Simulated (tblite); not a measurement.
Record of a relaxation.

Compound: C5H8O3.
Bonds: C1–C2 (double), C2–O3, O3–C4, C4–O5, O5–C6, C6–C7, C6–O8 (double). Hydrogens: H9, H10 on C1; H11 on C2; H12, H13 on C4; H14, H15, H16 on C7.

Computed with GFN2-xTB (tblite), gas phase: L-BFGS steps from a force-field or distance-geometry start until the largest atomic force falls under 0.01 eV/Å. 10 of its 150 geometries are shown.

Step 0: E = -732.5652 eV, largest atomic force 6.321 eV/Å
```
atom  x, y, z in Å  |  force x, y, z in eV/Å
C1      2.921    0.621   -0.872    0.166   0.317  -0.581
C2      2.470   -0.047    0.172    0.262  -0.223  -0.061
O3      1.150   -0.080    0.575   -0.099  -0.296   0.249
C4      0.334   -1.001   -0.147    0.599   0.607   0.340
O5     -1.007   -0.989    0.307   -0.607   0.008   0.354
C6     -1.740    0.165    0.203    4.196   3.984  -2.546
C7     -3.134    0.348    0.615   -1.409  -0.460   1.597
O8     -1.140    1.189   -0.282   -2.077  -3.454   1.434
H9      3.981    0.611   -1.141   -0.562   0.032   0.236
H10     2.268    1.210   -1.510    0.150  -0.192   0.218
H11     3.201   -0.615    0.764   -0.576   0.044   0.126
H12     0.809   -2.008   -0.018   -0.935   0.285   0.015
H13     0.390   -0.702   -1.198   -0.265  -0.078  -0.358
H14    -3.741    0.864   -0.166    0.691  -0.508   0.533
H15    -3.131    1.027    1.526    0.083  -0.588  -1.054
H16    -3.638   -0.584    0.961    0.385   0.523  -0.502
```

Step 17: E = -733.2888 eV, largest atomic force 0.153 eV/Å
```
atom  x, y, z in Å  |  force x, y, z in eV/Å
C1      2.866    0.609   -0.865   -0.039  -0.042   0.036
C2      2.453   -0.080    0.183    0.060   0.036   0.010
O3      1.151   -0.155    0.633    0.080  -0.024  -0.008
C4      0.293   -0.955   -0.127    0.039   0.002  -0.026
O5     -1.008   -0.830    0.366   -0.015   0.061  -0.023
C6     -1.624    0.350    0.115   -0.062   0.074   0.006
C7     -3.031    0.326    0.645   -0.010   0.016  -0.004
O8     -1.110    1.254   -0.480   -0.057  -0.084  -0.007
H9      3.914    0.637   -1.112   -0.115   0.020  -0.002
H10     2.189    1.169   -1.490    0.008  -0.066   0.042
H11     3.143   -0.622    0.823    0.023   0.024   0.001
H12     0.558   -2.016   -0.021   -0.034  -0.095   0.013
H13     0.305   -0.676   -1.193    0.109   0.097  -0.045
H14    -3.692    0.751   -0.108   -0.015  -0.049   0.041
H15    -3.107    0.944    1.539    0.080  -0.034  -0.037
H16    -3.308   -0.696    0.883   -0.052   0.066   0.002
```

Step 33: E = -733.3844 eV, largest atomic force 0.488 eV/Å
```
atom  x, y, z in Å  |  force x, y, z in eV/Å
C1      2.729    0.536   -0.814    0.091   0.119   0.001
C2      2.511   -0.126    0.309   -0.048  -0.106  -0.022
O3      1.307   -0.562    0.805    0.005   0.038  -0.386
C4      0.340   -0.953   -0.149    0.072  -0.010   0.141
O5     -0.955   -0.720    0.336    0.043   0.068   0.087
C6     -1.649    0.389   -0.017   -0.008  -0.038  -0.286
C7     -2.993    0.348    0.642   -0.064   0.137   0.078
O8     -1.278    1.241   -0.778    0.276  -0.352   0.194
H9      3.732    0.762   -1.117    0.079   0.100   0.088
H10     1.956    0.919   -1.459   -0.029  -0.151   0.008
H11     3.329   -0.426    0.962   -0.228   0.075  -0.053
H12     0.428   -2.053   -0.260   -0.140   0.262  -0.122
H13     0.465   -0.437   -1.114    0.045  -0.112   0.163
H14    -3.737    0.791   -0.010   -0.075  -0.100  -0.138
H15    -2.952    0.969    1.528    0.042   0.063   0.272
H16    -3.243   -0.668    0.927   -0.061   0.008  -0.027
```

Step 50: E = -733.5044 eV, largest atomic force 0.134 eV/Å
```
atom  x, y, z in Å  |  force x, y, z in eV/Å
C1      2.710    0.552   -0.812    0.033  -0.037   0.014
C2      2.495   -0.132    0.298   -0.082   0.064   0.053
O3      1.396   -0.831    0.704   -0.073  -0.016   0.012
C4      0.325   -1.006   -0.172    0.045  -0.075  -0.043
O5     -0.910   -0.732    0.463    0.078   0.049  -0.097
C6     -1.616    0.324    0.000    0.006  -0.030  -0.064
C7     -2.958    0.401    0.665   -0.001  -0.016   0.029
O8     -1.221    1.069   -0.852    0.032  -0.009  -0.005
H9      3.646    1.056   -0.945    0.076   0.004   0.002
H10     2.004    0.662   -1.616   -0.018   0.009   0.047
H11     3.242   -0.223    1.077    0.000   0.091  -0.035
H12     0.297   -2.066   -0.463   -0.085   0.006  -0.028
H13     0.406   -0.357   -1.052   -0.001  -0.075  -0.025
H14    -3.676    0.858   -0.010    0.040   0.026   0.008
H15    -2.863    1.024    1.550   -0.050  -0.004   0.064
H16    -3.284   -0.593    0.954    0.001   0.012   0.069
```

Step 66: E = -733.5362 eV, largest atomic force 0.125 eV/Å
```
atom  x, y, z in Å  |  force x, y, z in eV/Å
C1      2.710    0.579   -0.784   -0.079   0.038   0.012
C2      2.415   -0.074    0.326    0.044  -0.084   0.004
O3      1.385   -0.926    0.611   -0.046   0.107   0.044
C4      0.313   -1.097   -0.260    0.018  -0.004   0.002
O5     -0.905   -0.759    0.388    0.001  -0.055  -0.032
C6     -1.593    0.324   -0.030    0.032  -0.044  -0.017
C7     -2.895    0.438    0.715    0.009  -0.024  -0.011
O8     -1.217    1.060   -0.899    0.042  -0.007  -0.004
H9      3.606    1.171   -0.837   -0.084  -0.016   0.061
H10     2.087    0.593   -1.661    0.014  -0.037  -0.002
H11     3.061   -0.050    1.194    0.016   0.023  -0.044
H12     0.243   -2.168   -0.499   -0.047   0.083  -0.006
H13     0.408   -0.495   -1.170   -0.002  -0.004  -0.033
H14    -3.640    0.902    0.076    0.020   0.062  -0.028
H15    -2.758    1.058    1.598    0.043  -0.004  -0.010
H16    -3.228   -0.547    1.023    0.018  -0.035   0.062
```

Step 83: E = -733.5598 eV, largest atomic force 0.036 eV/Å
```
atom  x, y, z in Å  |  force x, y, z in eV/Å
C1      2.627    0.604   -0.746   -0.018   0.001   0.001
C2      2.298   -0.032    0.364    0.010   0.006   0.009
O3      1.317   -0.952    0.596    0.000  -0.029  -0.001
C4      0.307   -1.178   -0.336   -0.002   0.000   0.013
O5     -0.944   -0.878    0.259    0.001   0.001   0.003
C6     -1.556    0.275   -0.083   -0.001  -0.021   0.004
C7     -2.791    0.476    0.749    0.008  -0.001  -0.012
O8     -1.156    1.014   -0.940    0.011   0.009   0.026
H9      3.456    1.285   -0.734   -0.005   0.010  -0.005
H10     2.108    0.505   -1.682   -0.014   0.009   0.011
H11     2.858    0.096    1.281    0.005   0.005  -0.008
H12     0.283   -2.248   -0.575   -0.012   0.030   0.009
H13     0.426   -0.572   -1.242   -0.005  -0.026  -0.024
H14    -3.551    0.986    0.165    0.001   0.005  -0.020
H15    -2.533    1.105    1.600    0.012  -0.004   0.000
H16    -3.155   -0.478    1.116    0.008   0.008  -0.006
```

Step 99: E = -733.5890 eV, largest atomic force 0.112 eV/Å
```
atom  x, y, z in Å  |  force x, y, z in eV/Å
C1      2.337    0.735   -0.702    0.061   0.077  -0.053
C2      2.179   -0.038    0.354   -0.063   0.008  -0.029
O3      1.380   -1.142    0.507   -0.028  -0.049   0.068
C4      0.322   -1.373   -0.358    0.008   0.015  -0.028
O5     -0.910   -0.954    0.213    0.005  -0.018   0.034
C6     -1.339    0.301   -0.023    0.020   0.074   0.015
C7     -2.629    0.555    0.705   -0.061  -0.008  -0.028
O8     -0.769    1.087   -0.727   -0.005  -0.079  -0.004
H9      3.015    1.565   -0.654    0.044   0.003   0.013
H10     1.811    0.616   -1.631   -0.063   0.020   0.005
H11     2.736    0.116    1.266    0.021  -0.027   0.035
H12     0.223   -2.454   -0.480    0.010  -0.063   0.026
H13     0.450   -0.883   -1.327    0.026   0.029  -0.067
H14    -3.310    1.091    0.050    0.003   0.061   0.013
H15    -2.431    1.174    1.579    0.011  -0.019  -0.048
H16    -3.071   -0.384    1.018    0.010  -0.026   0.049
```

Step 116: E = -733.6014 eV, largest atomic force 0.054 eV/Å
```
atom  x, y, z in Å  |  force x, y, z in eV/Å
C1      2.325    0.768   -0.696   -0.017   0.038  -0.014
C2      2.237   -0.057    0.330   -0.027  -0.005   0.029
O3      1.370   -1.093    0.565    0.024   0.010  -0.047
C4      0.325   -1.366   -0.309    0.016   0.012   0.003
O5     -0.924   -0.954    0.224    0.027  -0.003   0.043
C6     -1.353    0.300   -0.021   -0.018  -0.007  -0.025
C7     -2.669    0.545    0.663    0.017  -0.001  -0.004
O8     -0.764    1.088   -0.707   -0.019  -0.022  -0.021
H9      3.095    1.518   -0.704   -0.023  -0.032   0.006
H10     1.643    0.781   -1.526    0.004   0.009   0.010
H11     2.932   -0.008    1.159   -0.017  -0.043   0.003
H12     0.244   -2.456   -0.393    0.007   0.029   0.004
H13     0.469   -0.907   -1.295    0.027  -0.014   0.000
H14    -3.329    1.088   -0.008    0.002   0.010   0.014
H15    -2.494    1.160    1.544   -0.004   0.005  -0.003
H16    -3.113   -0.398    0.965    0.000   0.015   0.001
```

Step 132: E = -733.6746 eV, largest atomic force 0.248 eV/Å
```
atom  x, y, z in Å  |  force x, y, z in eV/Å
C1      2.033    0.925   -0.436   -0.131   0.163  -0.133
C2      2.236   -0.115    0.347    0.089  -0.023   0.153
O3      1.508   -1.265    0.466    0.102  -0.146   0.085
C4      0.383   -1.459   -0.314    0.013  -0.042  -0.067
O5     -0.767   -0.899    0.298   -0.051  -0.085   0.121
C6     -1.363    0.168   -0.254   -0.029   0.042   0.013
C7     -2.486    0.655    0.618    0.023   0.064   0.001
O8     -1.027    0.653   -1.298   -0.019   0.067  -0.134
H9      2.720    1.746   -0.409    0.061   0.070  -0.006
H10     1.194    1.031   -1.104    0.069  -0.033   0.037
H11     3.075   -0.169    1.032   -0.059  -0.033  -0.073
H12     0.223   -2.541   -0.346   -0.043  -0.053   0.030
H13     0.501   -1.064   -1.332   -0.033   0.083  -0.017
H14    -3.145    1.306    0.055    0.017   0.030  -0.066
H15    -2.053    1.218    1.445   -0.019  -0.030   0.005
H16    -3.040   -0.183    1.022    0.010  -0.074   0.051
```

Step 149: E = -733.6855 eV, largest atomic force 0.010 eV/Å
```
atom  x, y, z in Å  |  force x, y, z in eV/Å
C1      1.970    0.957   -0.354    0.002   0.004  -0.005
C2      2.252   -0.131    0.339    0.000  -0.002   0.001
O3      1.571   -1.318    0.403    0.008   0.000   0.006
C4      0.400   -1.467   -0.319   -0.002   0.000   0.003
O5     -0.694   -0.845    0.344    0.001  -0.001   0.002
C6     -1.375    0.124   -0.291   -0.005   0.004  -0.003
C7     -2.443    0.689    0.602   -0.002   0.000  -0.001
O8     -1.149    0.473   -1.417   -0.001   0.004  -0.002
H9      2.629    1.804   -0.299   -0.004  -0.003   0.000
H10     1.110    1.064   -0.990    0.002  -0.001   0.008
H11     3.125   -0.206    0.973   -0.005   0.000  -0.004
H12     0.193   -2.542   -0.338    0.003  -0.002  -0.004
H13     0.478   -1.067   -1.340   -0.002  -0.003   0.000
H14    -3.075    1.364    0.033    0.004   0.003   0.001
H15    -1.969    1.228    1.419   -0.003   0.002  -0.004
H16    -3.032   -0.119    1.026    0.004  -0.005   0.002
```

**Question.** Summarise the path.

**Answer.** The energy falls by 1.1203 eV from step 0 to step 149; nine tenths of that is first reached at step 93. It rises by more than 0.2 meV at steps 126 and 131. The largest force goes from 6.321 to 0.010 eV/Å. Among the bonds C6=O8 changes most, from 1.282 to 1.201 Å; the atoms move by 0.989 Å rms after alignment.

Hardware: one thread of an Arm Neoverse N1, on a shared host.
